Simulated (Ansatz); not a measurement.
Ansatz (an electronic-structure program) input (HF/6-31G* with LANL2DZ past Ar): The .json file joins the Basis Set Exchange's 6-31G* for atoms up to Ar and LANL2DZ past it.

Ansatz 0.2 input:
```yaml
crystal:
  periodic: [false, false, false]
  atoms:
    - {symbol: Ga, position_ang: [-0.06848731, 0.11593647, 0.27113084]}
    - {symbol: F, position_ang: [-1.30082880, -0.95965716, -0.30631538]}
    - {symbol: F, position_ang: [0.12561370, 1.34914524, -0.93324962]}
    - {symbol: F, position_ang: [1.41111582, -0.78882483, 0.30566990]}
basis:
  gaussian:
    orbitals: 6-31Gs+LANL2DZ.json
hamiltonian:
  xc: {name: HF}
total_charge: -1
magnetization: {spin_polarized: true, initial_magnetization: 1}
phonons: {temperatures: {t_min: 298.15, t_max: 298.15, t_step: 100}}
```

Task: Which harmonic wavenumbers does it give?

Result: 217, 217, 289, 606, 612, 612 cm⁻¹ (unscaled; negative means imaginary).
